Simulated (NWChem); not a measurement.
System: NiO, triplet; SMILES [Ni]=[O]

Parts of the log:

```
             Northwest Computational Chemistry Package (NWChem) 7.3.0
             --------------------------------------------------------

                             Geometry "geometry" -> ""
                             -------------------------

 Output coordinates in angstroms (scale by  1.889725989 to convert to a.u.)

  No.       Tag          Charge          X              Y              Z
 ---- ---------------- ---------- -------------- -------------- --------------
    1 Ni                  28.0000     0.00000000     0.00000000    -0.35158800
    2 O                    8.0000     0.00000000     0.00000000     1.25178300

 Effective nuclear repulsion energy (a.u.)      73.9290555810

                                 NWChem DFT Module
                                 -----------------

 Summary of "ao basis" -> "ao basis" (spherical)
 ------------------------------------------------------------------------------
       Tag                 Description            Shells   Functions and Types
 ---------------- ------------------------------  ------  ---------------------
 Ni                         def2-svp                11       31   5s3p2d1f
 O                          def2-svp                 6       14   3s2p1d

            General Information
            -------------------
          SCF calculation type: DFT
          Wavefunction type:  spin polarized.
          No. of atoms     :     2
          No. of electrons :    36
           Alpha electrons :    19
            Beta electrons :    17
          Charge           :     0
          Spin multiplicity:     3
          Use of symmetry is: off; symmetry adaption is: off
          Maximum number of iterations: 150
          AO basis - number of functions:    45
                     number of shells:    17
          Convergence on energy requested:  1.00D-06
          Convergence on density requested:  1.00D-05
          Convergence on gradient requested:  5.00D-04

              XC Information
              --------------
                         PBE0 Method XC Functional
                     Hartree-Fock (Exact) Exchange  0.250
          PerdewBurkeErnzerhof Exchange Functional  0.750
            Perdew 1991 LDA Correlation Functional  1.000 local
           PerdewBurkeErnz. Correlation Functional  1.000 non-local

[...]

                                NWChem TDDFT Module
                                -------------------

            General Information
            -------------------
           No. of orbitals :      90
            Alpha orbitals :      45
             Beta orbitals :      45
        Alpha frozen cores :       0
         Beta frozen cores :       0
     Alpha frozen virtuals :       0
      Beta frozen virtuals :       0
         Spin multiplicity :       3
    Number of AO functions :      45
        Use of symmetry is : off
      Symmetry adaption is : off
         Schwarz screening :  0.10D-07

              XC Information
              --------------
                  PBE0 Method XC Functional
              Hartree-Fock (Exact) Exchange   0.25
   PerdewBurkeErnzerhof Exchange Functional   0.75
     Perdew 1991 LDA Correlation Functional   1.00 local
    PerdewBurkeErnz. Correlation Functional   1.00 non-local

             TDDFT Information
             -----------------
          Calculation type : Tamm-Dancoff TDDFT
         Wavefunction type : Unrestricted
          No. of electrons :      36
           Alpha electrons :      19
            Beta electrons :      17
              No. of roots :       8
          Max subspacesize :    5600
            Max iterations :     100
               Target root :       1
           Target symmetry : none
      Symmetry restriction : off
                 Algorithm : Optimal
        Davidson threshold :  0.10D-03

    8 smallest eigenvalue differences (eV)
--------------------------------------------------------
  No. Spin  Occ  Vir  Irrep   E(Occ)    E(Vir)   E(Diff)
--------------------------------------------------------
    1    2   17   18 a        -0.222    -0.091     3.573
    2    2   16   18 a        -0.225    -0.091     3.639
    3    2   17   19 a        -0.222    -0.073     4.059
    4    2   17   20 a        -0.222    -0.072     4.090
    5    2   16   19 a        -0.225    -0.073     4.125
    6    2   16   20 a        -0.225    -0.072     4.156
    7    1   19   20 a        -0.254    -0.088     4.493
    8    1   18   20 a        -0.260    -0.088     4.669
--------------------------------------------------------

  Entering Davidson iterations
  Unrestricted

  Iter   NTrls   NConv    DeltaV     DeltaE      Time
  ----  ------  ------  ---------  ---------  ---------
    1      8       0     0.24E+00   0.10+100        2.0
    2     16       0     0.41E-01   0.36E-01        2.1
    3     24       0     0.23E+00   0.12E-01        2.1
    4     32       0     0.14E+00   0.54E-01        2.1
    5     40       0     0.17E-01   0.82E-02        2.1
    6     48       2     0.14E-02   0.19E-03        2.1
    7     54       7     0.12E-03   0.79E-06        1.8
    8     55       8     0.76E-04   0.64E-08        1.2
  ----  ------  ------  ---------  ---------  ---------
  Convergence criterion met

  Ground state a       -1582.835914484702 a.u.
  <S2> =   2.1003

  ----------------------------------------------------------------------------
  Root   1         a             -0.011608095 a.u.               -0.3159 eV
  <S2> =   2.1014
  ----------------------------------------------------------------------------
     Transition Moments    X  0.01901   Y -0.06582   Z  0.00000
     Dipole Oscillator Strength                   -0.0000363231
     Electric Quadrupole                          -0.0000000000
     Magnetic Dipole                              -0.0000000813
     Total Oscillator Strength                    -0.0000364044

[...]
```

Level: PBE0/def2-SVP, spin-unrestricted, TDA. The geometry was optimised at PBE-D3(BJ)/def2-SVP, spin-unrestricted. No stability test was run on the SCF state.

Task: Write an input that gives this output.

Result: One answer among several that fit: the input that was run:
```
start job
memory heap 200 mb stack 900 mb global 1100 mb
geometry units angstroms noautosym nocenter noautoz
  Ni     0.000000     0.000000    -0.351588
  O      0.000000     0.000000     1.251783
end
basis spherical
  * library def2-svp
end
dft
  odft
  mult 3
  xc pbe0
  iterations 150
  convergence damp 70 ncydp 30 lshift 0.3 ncysh 40
end
tddft
  cis
  nroots 8
end
task tddft energy
```
